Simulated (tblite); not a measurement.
Compound: C₃H₁₁NSSi₂.
Atom-mapped SMILES: `[CH3:1][S:2][Si@@H:3]1[NH:4][CH2:5][CH2:6][SiH2:7]1` (hydrogens: H8, H9, H10 on C1; H11 on Si3; H12 on N4; H13, H14 on C5; H15, H16 on C6; H17, H18 on Si7)

Computed geometry: GFN2-xTB, gas phase.

(1) Give the optimised bond lengths and angles.

Answers

(1) 
| bond | length (bohr) |
| --- | --- |
| C1–S2 | 3.431 |
| S2–Si3 | 4.066 |
| Si3–N4 | 3.234 |
| N4–C5 | 2.736 |
| C5–C6 | 2.891 |
| C6–Si7 | 3.615 |
| Si3–Si7 | 4.358 |
| C1–H8, C1–H9, C1–H10 | 2.052 |
| Si3–H11 | 2.796 |
| N4–H12 | 1.902 |
| C5–H13 | 2.081 |
| C5–H14 | 2.068 |
| C6–H15 | 2.061 |
| C6–H16 | 2.057 |
| Si7–H17 | 2.777 |
| Si7–H18 | 2.772 |

Bonds in one row agree within 0.02 bohr and their mean is given. A selection of angles:
| angle | degrees |
| --- | --- |
| S2–C1–H8 | 107.2 |
| S2–C1–H9 | 109.7 |
| H8–C1–H9 | 110.0 |
| C1–S2–Si3 | 97.1 |
| S2–Si3–N4 | 106.3 |
| S2–Si3–Si7 | 122.3 |
| S2–Si3–H11 | 103.7 |
| N4–Si3–Si7 | 92.6 |
| N4–Si3–H11 | 114.9 |
| Si7–Si3–H11 | 116.7 |
| Si3–N4–C5 | 117.5 |
| Si3–N4–H12 | 123.0 |
| C5–N4–H12 | 114.2 |
| N4–C5–C6 | 110.0 |
| N4–C5–H13 | 110.9 |
| N4–C5–H14 | 108.9 |
| C6–C5–H13 | 109.3 |
| C6–C5–H14 | 110.2 |
| H13–C5–H14 | 107.5 |
| C5–C6–Si7 | 108.6 |
| C5–C6–H15 | 108.5 |
| C5–C6–H16 | 109.4 |
| Si7–C6–H15 | 109.3 |
| Si7–C6–H16 | 113.7 |
| H15–C6–H16 | 107.2 |
| C6–Si7–H17 | 109.7 |
| C6–Si7–H18 | 110.6 |
| Si3–Si7–C6 | 91.5 |
| Si3–Si7–H17 | 113.6 |
| Si3–Si7–H18 | 122.4 |
| H17–Si7–H18 | 107.8 |

Dihedral angles: C1–S2–Si3–N4 177° (antiperiplanar); S2–Si3–N4–C5 -152° (antiperiplanar); Si3–N4–C5–C6 50° (synclinal); N4–C5–C6–Si7 -45° (synclinal); C5–C6–Si7–Si3 23° (synperiplanar); S2–Si3–Si7–C6 112° (anticlinal).

Si7 (SiH2 silicon) has angles from 91.5° to 122.4°. The 5-membered ring Si3–N4–C5–C6–Si7 has internal angles of 91.5° to 117.5° (sum 520°, against 540° for a flat polygon); it is puckered, 0.18 Å rms from its mean plane, widest ring torsion 50°. Si3 (SiH silicon) has angles from 92.6° to 122.3°. N4 (silicon-bound nitrogen) has angles 123.0°, 117.5° and 114.2°, sum 354.7°, 0.18 Å off the plane of its three neighbours.

Point group: C1 (no symmetry element, even within 0.4 Å). Its GFN2-xTB frequencies are all real (lowest 40 cm⁻¹). One conformer, not necessarily the lowest.
